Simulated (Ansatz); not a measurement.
C2H9ClInP (`[CH3][In-]([CH3])([PH3+])[Cl]`), relaxed with RKS PBE0-D4/def2-TZVP in Ansatz from a PBE-D4/def2-SVP geometry. The force threshold is 0.005 eV/Å; the program also tests the step.

Charge 0, multiplicity 1. In: def2 effective core potential.

Start:

```xyz
14

C     1.344    0.711   -1.814
In   -0.229    0.672   -0.318
C    -2.353    0.228   -0.238
P     0.812   -1.319    1.472
Cl    0.432    1.985    1.641
H     1.128    1.497   -2.566
H     2.306    0.941   -1.318
H     1.412   -0.267   -2.329
H    -2.922    1.067   -0.684
H    -2.582   -0.700   -0.798
H    -2.657    0.111    0.820
H     1.012   -2.745    1.481
H     0.172   -1.224    2.745
H     2.124   -0.956    1.907
```

| step | energy (eV) | largest force (eV/Å) | largest move (Å) |
| --- | --- | --- | --- |
| 1 | -29198.9169 | 0.522 | 0.000 |
| 2 | -29198.9721 | 0.292 | 0.058 |
| 3 | -29198.9795 | 0.040 | 0.046 |
| 4 | -29198.9801 | 0.018 | 0.016 |
| 5 | -29198.9803 | 0.007 | 0.009 |
| 6 (rejected) | -29198.9793 | 0.082 | 0.030 |
| 7 | -29198.9804 | 0.013 | 0.015 |
| 8 | -29198.9805 | 0.005 | 0.011 |
| 9 | -29198.9805 | 0.004 | 0.009 |
| 10 | -29198.9805 | 0.006 | 0.013 |
| 11 | -29198.9805 | 0.007 | 0.010 |
| 12 | -29198.9805 | 0.009 | 0.010 |
| 13 | -29198.9805 | 0.008 | 0.006 |
| 14 | -29198.9805 | 0.005 | 0.002 |
| 15 | -29198.9805 | 0.000 | 0.001 |

End:

```xyz
14

C     1.321    0.707   -1.790
In   -0.213    0.641   -0.293
C    -2.313    0.214   -0.233
P     0.811   -1.303    1.479
Cl    0.406    2.028    1.589
H     1.136    1.539   -2.472
H     2.286    0.860   -1.308
H     1.346   -0.217   -2.370
H    -2.864    1.000   -0.752
H    -2.535   -0.740   -0.712
H    -2.643    0.186    0.806
H     0.976   -2.708    1.421
H     0.174   -1.235    2.733
H     2.113   -0.972    1.902
```

It took 110 s on 4 threads of an Arm Neoverse V1 on a shared host, with 0.87 GiB of host memory at the peak.
